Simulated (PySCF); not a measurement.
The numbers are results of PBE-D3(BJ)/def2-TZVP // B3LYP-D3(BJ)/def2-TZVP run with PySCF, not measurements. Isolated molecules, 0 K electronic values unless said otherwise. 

Reference species (SMILES): `BC#C` (neutral, multiplicity 1).

| Quantity | Result |
|---|---|
| HOMO–LUMO gap | 3.51 eV |
| LUMO | -3.37 eV |
| dipole moment | 1.07 D |

Changed species: `B=C=C`.

### Question
Predict the effect on the HOMO–LUMO gap, LUMO and dipole moment.

### Answer
the HOMO–LUMO gap falls by 1.84 eV, to 1.67 eV; the LUMO falls by 0.22 eV, to -3.59 eV; the dipole moment decreases by 0.29 D, to 0.78 D.
